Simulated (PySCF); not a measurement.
## Atomic charges by several schemes

Compound: C₃H₁₁NOSi₄.
Structure used (GFN2-xTB), in Å, numbered top down from 1:
```
atom  x, y, z in Å
C1     4.2198   -0.5666   -0.9325
C2     3.3225    0.1764   -0.6536
C3     2.2234    1.0322   -0.2984
Si4    0.8272    0.0689    0.6210
Si5   -0.2184   -1.5788   -0.7189
Si6   -2.2716   -0.4453   -0.4590
N7    -3.1869   -1.3388    0.7138
Si8   -1.1967    1.2821    0.7134
O9    -0.8865    2.5692   -0.2667
H10    5.0178   -1.1980   -1.1856
H11    2.5932    1.8524    0.3207
H12    1.8039    1.4739   -1.2045
H13    1.4576   -0.3497    1.8924
H14   -0.1501   -2.9800   -0.2719
H15    0.2769   -1.6704   -2.1033
H16   -3.0925   -0.1550   -1.6667
H17   -3.4148   -2.2989    0.5133
H18   -3.9813   -0.9026    1.1537
H19   -1.7888    1.8472    1.9431
H20   -1.5599    3.1926   -0.5230
```

Density: PBE0/pcSseg-1 (PySCF); schemes: Mulliken, IAO, Hirshfeld and ESP-fitted. Geometry: GFN2-xTB, one conformer, isolated molecule.

Task: Atoms with like bonding are taken together and averaged. Do the Mulliken, IAO, Hirshfeld and ESP-fitted schemes agree on where the charge is highest?

Result: The schemes don't all agree: Mulliken Si8 (+0.536); IAO Si8 (+0.593); Hirshfeld Si8 (+0.238); ESP-fitted H20 (+0.461).

Task: Do the Mulliken, IAO, Hirshfeld and ESP-fitted schemes agree on where the charge is lowest?

Result: All schemes agree: Mulliken N7 (-0.631); IAO N7 (-0.839); Hirshfeld N7 (-0.323); ESP-fitted N7 (-1.069).

Task: At which atom do the 4 schemes differ most?

Result: At N7: from -1.069 (ESP-fitted) to -0.323 e (Hirshfeld), 0.746 e apart.

Task: What partial charge does each atom carry?

Result: In e; atoms taken as equivalent share a row and are averaged (×n: the atom named and its like, n in all):

```csv
atom,environment,Mulliken,IAO,Hirshfeld,ESP-fitted
C1,terminal alkyne carbon,-0.379,-0.272,-0.135,-0.448
C2,alkyne carbon,+0.151,-0.018,-0.044,-0.049
C3,sp3 carbon bound to silicon,-0.407,-0.517,-0.136,-0.046
Si4,SiH silicon,+0.105,+0.336,+0.191,+0.206
Si5,SiH2 silicon,+0.098,+0.130,+0.133,+0.032
Si6,SiH silicon,+0.239,+0.448,+0.199,+0.438
N7,silicon-bound nitrogen,-0.631,-0.839,-0.323,-1.069
Si8,oxygen-bound silicon,+0.536,+0.593,+0.238,+0.286
O9,silanol oxygen,-0.571,-0.803,-0.316,-0.724
H10,alkyne hydrogen,+0.037,+0.198,+0.086,+0.303
H11,methylene hydrogen,+0.178,+0.180,+0.059,+0.099
H12,methylene hydrogen,+0.181,+0.181,+0.054,+0.085
H13,Si–H hydrogen,-0.005,-0.083,-0.076,-0.087
H14,Si–H hydrogen,-0.022,-0.076,-0.072,-0.031
H15,Si–H hydrogen,-0.019,-0.080,-0.076,-0.053
H16,Si–H hydrogen,-0.057,-0.134,-0.097,-0.141
H17/H18,N–H hydrogen,+0.194,+0.259,+0.113,+0.404
H19,Si–H hydrogen,-0.069,-0.124,-0.085,-0.068
H20,hydroxyl hydrogen,+0.246,+0.363,+0.175,+0.461
```

Mean size of the charges over all atoms: IAO 0.295 e, ESP-fitted 0.272 e, Mulliken 0.216 e, Hirshfeld 0.136 e. Each set sums to the total charge, 0, to within 0.001 e. The Hirshfeld scheme weights the molecular density at each point by an atom's share of the summed free-atom densities. The IAO scheme counts the electrons in orthogonalised intrinsic atomic orbitals, a minimal basis polarised so that it spans the occupied orbitals exactly.

Task: How closely do the schemes follow one another over all atoms?

Result: Correlation coefficient and root-mean-square difference: IAO with Hirshfeld 0.97, 0.224 e; Mulliken with IAO 0.96, 0.127 e; IAO with ESP-fitted 0.91, 0.161 e; Mulliken with Hirshfeld 0.91, 0.157 e; Hirshfeld with ESP-fitted 0.91, 0.245 e; Mulliken with ESP-fitted 0.87, 0.193 e.

Task: Sum the charges by element, for elements with more than one atom.

Result: 
```json
{"element": "C", "atoms": "3", "Mulliken": "-0.634", "IAO": "-0.807", "Hirshfeld": "-0.315", "ESP-fitted": "-0.543"}
{"element": "Si", "atoms": "4", "Mulliken": "+0.978", "IAO": "+1.507", "Hirshfeld": "+0.761", "ESP-fitted": "+0.962"}
{"element": "H", "atoms": "11", "Mulliken": "+0.858", "IAO": "+0.942", "Hirshfeld": "+0.193", "ESP-fitted": "+1.374"}
```

The run behind these numbers computed NMR shieldings as well. Hardware: an Arm Neoverse N1 with one thread, shared host with 64 logical CPUs at a one-minute load of 54. Cost: 1.9 min wall (grids of density and orbitals included), 1.1 GiB resident at most.
